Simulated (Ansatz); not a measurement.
(F)2Al-S-SiH3 (AlSiH₃SF₂), relaxed as a singlet with RKS r2SCAN-D4/def2-SVP in Ansatz, starting from the GFN2-xTB geometry. Force threshold 0.02 eV/Å.

Start:

```xyz
8

Al   -1.692   -0.085    0.660
F    -1.636    1.443    0.034
F    -3.125   -0.545    1.322
S     0.053   -1.371    0.577
Si    1.396   -0.027   -0.498
H     0.832    0.226   -1.820
H     2.601   -0.841   -0.547
H     1.570    1.201    0.271
```

| step | energy (eV) | largest force component (eV/Å) | SCF passes |
| --- | --- | --- | --- |
| 1 | -30781.6679 | 0.967 | 27 |
| 2 | -30781.7188 | 0.172 | 30 |
| 3 | -30781.7302 | 0.078 | 31 |
| 4 | -30781.7309 | 0.102 | 30 |
| 5 | -30781.7322 | 0.070 | 30 |
| 6 | -30781.7326 | 0.012 | 31 |

Force components are those of the run's own axes.

End:

```xyz
8

Al   -1.695   -0.094    0.653
F    -1.557    1.402   -0.047
F    -3.123   -0.529    1.358
S     0.015   -1.398    0.602
Si    1.349   -0.053   -0.464
H     0.814    0.269   -1.816
H     2.629   -0.801   -0.590
H     1.569    1.203    0.305
```

By distances, no bond broke or formed. The bond that changes most is Si5–H7, from 1.46 to 1.49 Å (atoms count from 1).

No frequencies were taken in this run, so the end may be a saddle point.

It took 23 s on 4 threads of Arm Neoverse N1 on a shared host.
